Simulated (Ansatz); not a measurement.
`C[O][Mo](=[O])(=[S])[Cl]`. Total charge 0; spin multiplicity 1. Mo takes the def2 core potential. Geometry: relaxed with PBE0-D4/def2-TZVP. It is one conformer, not always the lowest.

```xyz
9

C     0.665   -0.661    1.282
O     0.617    0.250    0.208
Mo   -0.511    0.753   -1.140
O    -0.566    2.417   -1.224
S    -2.435    0.027   -0.687
Cl    0.172   -0.101   -3.111
H     1.411   -1.427    1.059
H     0.958   -0.123    2.185
H    -0.310   -1.134    1.427
```

What is the dipole moment at ωB97M-V/def2-TZVPP? (Best estimate.)

Computed: 3.44 D, with components (1.32, -2.11, 2.37) D in this frame, pointing from negative to positive charge.

And with PBE, r2SCAN, B3LYP? (Estimate.)

The calculation gave: PBE 3.50 D, r2SCAN 3.58 D, B3LYP 3.52 D.

Give the Mulliken charges with ωB97M-V, r2SCAN, PBE in def2-TZVPP. (An estimate is asked.)

The calculation gave: 
```tsv
atom	ωB97M-V	r2SCAN	PBE
C1	-0.13	0.04	-0.10
O2	-0.45	-0.46	-0.39
Mo3	1.16	1.29	1.16
O4	-0.46	-0.48	-0.43
S5	-0.24	-0.33	-0.31
Cl6	-0.26	-0.29	-0.27
H7	0.13	0.08	0.12
H8	0.13	0.08	0.12
H9	0.12	0.07	0.11
```

B3LYP here is the variant with VWN-RPA as its local correlation; programs differ in this.
